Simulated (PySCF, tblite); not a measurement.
Isomers of C7H10NOP. Method: GFN2-xTB as coded in tblite; computed harmonic values from a numerical Hessian at the method's own geometry, unscaled. This tight-binding method is rough: wavenumbers can miss measured ones by several per cent, in bad cases by 10 to 20. Modes of hydrogen on phosphorus can be 10 to 20 % off. One conformer each.

Electronic energies: PBE0-D3(BJ)/def2-SVP at its own geometries (PySCF, gas phase).

```json
{"SMILES": "CCn1cpc(C(C)=O)c1", "electronic energy, lowest = 0 (kJ/mol)": "5.4"}
{"SMILES": "C[C@@H]1C[P@]1(=N)c1ccco1", "electronic energy, lowest = 0 (kJ/mol)": "244.2"}
{"SMILES": "CC[P@H](=O)c1ccncc1", "electronic energy, lowest = 0 (kJ/mol)": "0.0"}
```

Q: How do GFN2-xTB zero-point energies change the relative energies?

A: 
| SMILES | ZPE (kJ/mol) | of it from modes above 1550 cm⁻¹ | electronic (kJ/mol) | with ZPE, lowest = 0 (kJ/mol) | lowest mode (cm⁻¹) | rings |
| --- | --- | --- | --- | --- | --- | --- |
| CC[P@H](=O)c1ccncc1 | 405.6 | 195.4 | 0.0 | 0.0 | 38 | 1 |
| CCn1cpc(C(C)=O)c1 | 412.4 | 192.2 | 5.4 | 12.2 | 39 | 1 |
| C[C@@H]1C[P@]1(=N)c1ccco1 | 404.9 | 185.9 | 244.2 | 243.5 | 47 | 2 |

The zero-point energies span 7.5 kJ/mol, from `C[C@@H]1C[P@]1(=N)c1ccco1` to `CCn1cpc(C(C)=O)c1`. The order is unchanged.

Q: And how do the electronic energies of GFN2-xTB itself compare?

A: `CC[P@H](=O)c1ccncc1` 0.0; `CCn1cpc(C(C)=O)c1` 97.9; `C[C@@H]1C[P@]1(=N)c1ccco1` 266.2 kJ/mol, lowest = 0. Against the energies above, taken from the same isomer `CC[P@H](=O)c1ccncc1`, the largest difference is 92.5 kJ/mol. The two levels were optimised apart and needn't hold the same conformer.

Q: What do entropy and thermal enthalpy add at 298.15 K and 1 bar (rigid rotor, harmonic oscillator, one conformer each)?

A: 
```
                   SMILES  point group  symmetry number  S (J/(mol K))  H − H(0) (kJ/mol)  ZPE + H − H(0) − TS (kJ/mol)
      CC[P@H](=O)c1ccncc1           C1                1          427.1              29.96                         308.2
        CCn1cpc(C(C)=O)c1           C1                1          438.8              31.23                         312.8
C[C@@H]1C[P@]1(=N)c1ccco1           C1                1          423.2              30.57                         309.3
```
